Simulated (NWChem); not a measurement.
Correlation energy of GeS

```
Ge
S 1 2.0180
```
Charge 0, spin multiplicity 1.

The numbers come from NWChem runs, not from measurements. Structure: optimised with PBE0/def2-SVP, a minimum by its harmonic frequencies.

Basis set: 3-21G. Each correlation energy counts from its own Hartree-Fock reference.

The Hamiltonian is non-relativistic. The correlated methods keep 14 core orbitals frozen. The structure started from a generated list of species. No row is a measurement; the coupled-cluster row has its own basis-set and correlation limits.

### Question
For the correlation energy, MP2 gives -108.1 mHa and CCSDT gives -123.2 mHa. What do CCSD, CCSD(T), SCS-MP2 give?

### Answer
CCSD: -116.0 mHa; CCSD(T): -122.3 mHa; SCS-MP2: -105.9 mHa.
